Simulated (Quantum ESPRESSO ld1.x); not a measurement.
Question: W24+, 50 electrons, occupied as [Kr] 4d10 4f4. Method: scalar-relativistic Kohn-Sham, LDA (Slater exchange, Perdew-Zunger correlation), spin-polarised, spherical densities, point nucleus; open shells are filled with parallel spins first; computed with ld1.x of Quantum ESPRESSO 7.5. Some entries of the table are withheld. Estimate them.

orbital  occ.  eigenvalue (hartree)  <r^2> (bohr^2)
1s down     1              -2578.95       0.0004634
1s up       1              -2578.95       0.0004634
2s up       1              -467.674        0.007130
2s down     1              -467.667        0.007129
2p up       3              -412.523        0.005898
2p down     3              -412.517        0.005898
3s up       1              -128.809         0.04615
3s down     1              -128.662         0.04609
3p up       3              -112.471         0.04684
3p down     3              -112.324         0.04676
3d up       5              -93.6714         0.03881
3d down     5              -93.5566         0.03872
4s up       1              -46.4909             (1)
4s down     1              -46.2631             (2)
4p up       3              -40.8546          0.2319
4p down     3              -40.6360          0.2325
4d up       5              -33.8028          0.2481
4d down     5              -33.5885          0.2490
4f up       4                   (3)          0.2420
4f down     0                   (4)          0.2437

Answer: 
(1) 4s up <r^2> (bohr^2): 0.2105
(2) 4s down <r^2> (bohr^2): 0.2109
(3) 4f up eigenvalue (hartree): -26.0981
(4) 4f down eigenvalue (hartree): -25.8660
